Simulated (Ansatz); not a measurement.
Consider the atomization: `[NH2][In]([Cl])[O][SiH3]` → Cl• + 5 H• + In• + N• + O• + Si•.

Computed with Ansatz on PBE0-D4/def2-TZVP structures; ΔE is electronic, products minus reactants. CCSD(T)/CBS is the MP2 limit (def2-TZVPP, def2-QZVPP) plus CCSD(T) − MP2 in def2-TZVPP, frozen cores. This one scheme is used for every species, atoms too. Functionals use def2-TZVPP. No spin–orbit coupling; open shells (•) take unrestricted orbitals. Spin–orbit coupling would lower the free atoms: a little for Cl, O, Si; strongly for In. Elements past krypton have def2 core potentials. Bonds to In are less sure, by a few kJ/mol each and by 10 to 20 or more in all where they break to atoms, as the def2 sets lack core-valence functions. One conformer a species, not always the lowest.

| level | ΔE (kJ/mol) |
| --- | --- |
| PBE-D4 | 3118.4 |
| CAM-B3LYP-D4 | 3112.8 |

Problem. What does CCSD(T)/CBS give? (An estimate is asked.)

Solution. The calculation gave: +3139.8 kJ/mol. The listed levels differ from it by -21.4, -27.0 kJ/mol.

Largest T1 diagnostic among the species: 0.015.

In def2-TZVPP, CCSD(T) changes the Hartree–Fock value by +865.2 kJ/mol (the triples alone add +53.8 kJ/mol) and MP2 by +914.2 kJ/mol; breaking electron pairs costs correlation energy, which Hartree–Fock lacks. From PBE to PBE0 (25 % exact exchange), in def2-TZVPP and without D4, ΔE moves by −54.0 kJ/mol: exact exchange takes away binding that semilocal exchange gives to molecules. Leaving LDA and LC-ωPBE aside and taking each functional with its dispersion term where it has one, the values, not all of them listed here, spread over 139.0 kJ/mol, from BHLYP-D4 to ωB97X-V. LDA lies +439.8 kJ/mol from PBE without D4, its usual overbinding.

For atomizations the MP2-based limit and the directly extrapolated one differ by several kJ/mol either way, and by 10 to 25 for some Ge, Se and Sn compounds, so smaller differences from it don't rank the levels.
